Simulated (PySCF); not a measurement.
Predicted microwave data (PBE0/pcSseg-1 in PySCF (dipole) on a GFN2-xTB geometry, gas phase) for one isomer of C8H9P:

```
Rotational constants : A = 2751, B = 942.7, C = 845.9 MHz
Dipole components    : |μa| = 0.53 D, |μb| = 1.53 D, |μc| = 0.96 D
Inertial defect      : -122.39 u·Å²
κ                    : -0.90
```

Task: Which candidate fits, each taken in the one conformer that was computed?
A. `[cH:1]1[cH:2][c:3]([CH:4]2[CH2:5][CH2:6]2)[cH:7][cH:8][p:9]1` with C2–C3–C4–C5 -145°
B. `[CH2:1]=[CH:2][c:3]1[cH:4][cH:5][cH:6][p:7][c:8]1[CH3:9]` with C1–C2–C3–C4 41°
C. `C1=CC2C=CP1(C=C2)=C`
D. `[CH2:1]=[CH:2][c:3]1[cH:4][cH:5][p:6][cH:7][c:8]1[CH3:9]` with C1–C2–C3–C4 -37°
E. `[CH:1]#[C:2][P:3]1[CH:4]=[CH:5][CH:6]([CH3:7])[CH:8]=[CH:9]1` with C2–P3–C4–C5 -133°, C4–C5–C6–C7 -82°, C5–C6–C8–C9 -39°, C2–P3–C9–C8 134°
F. `[CH3:1]/[CH:2]=[P:3]\[c:4]1[cH:5][cH:6][cH:7][cH:8][cH:9]1` with C2–P3–C4–C5 -70°

Result: F. It is C/C=P\c1ccccc1, an asymmetric top, point group C1. The candidates at the same level (rigid rotor, commonest isotopes):

```json
{"SMILES": "C=P12C=CC(C=C1)C=C2", "A (MHz)": "2588", "B (MHz)": "1440", "C (MHz)": "1434", "μa (D)": "3.68", "μb (D)": "0.00", "μc (D)": "0.87", "Δ (u·Å²)": "-193.81", "point group": "Cs", "rotor": "near-prolate asymmetric top"}
{"SMILES": "c1cc(C2CC2)ccp1", "A (MHz)": "3906", "B (MHz)": "837.9", "C (MHz)": "729.3", "μa (D)": "2.51", "μb (D)": "0.35", "μc (D)": "0.00", "Δ (u·Å²)": "-39.56", "point group": "Cs", "rotor": "near-prolate asymmetric top"}
{"SMILES": "C/C=P\\c1ccccc1", "A (MHz)": "2751", "B (MHz)": "942.7", "C (MHz)": "845.9", "μa (D)": "0.53", "μb (D)": "1.53", "μc (D)": "0.96", "Δ (u·Å²)": "-122.39", "point group": "C1", "rotor": "asymmetric top"}
{"SMILES": "C#CP1C=CC(C)C=C1", "A (MHz)": "3249", "B (MHz)": "967.8", "C (MHz)": "889.0", "μa (D)": "1.01", "μb (D)": "0.00", "μc (D)": "1.04", "Δ (u·Å²)": "-109.28", "point group": "Cs", "rotor": "near-prolate asymmetric top"}
{"SMILES": "C=Cc1cccpc1C", "A (MHz)": "2261", "B (MHz)": "1237", "C (MHz)": "817.1", "μa (D)": "1.56", "μb (D)": "0.64", "μc (D)": "0.11", "Δ (u·Å²)": "-13.51", "point group": "C1", "rotor": "asymmetric top"}
{"SMILES": "C=Cc1ccpcc1C", "A (MHz)": "2405", "B (MHz)": "1122", "C (MHz)": "778.1", "μa (D)": "2.10", "μb (D)": "0.42", "μc (D)": "0.07", "Δ (u·Å²)": "-11.29", "point group": "C1", "rotor": "asymmetric top"}
```

`C=Cc1cccpc1C` has B 31 % too high; `C#CP1C=CC(C)C=C1` has A 18 % too high; `C=P12C=CC(C=C1)C=C2` has C 69 % too high; `C=Cc1ccpcc1C` has B 19 % too high; `c1cc(C2CC2)ccp1` has A 42 % too high. No structure here is proved a minimum.
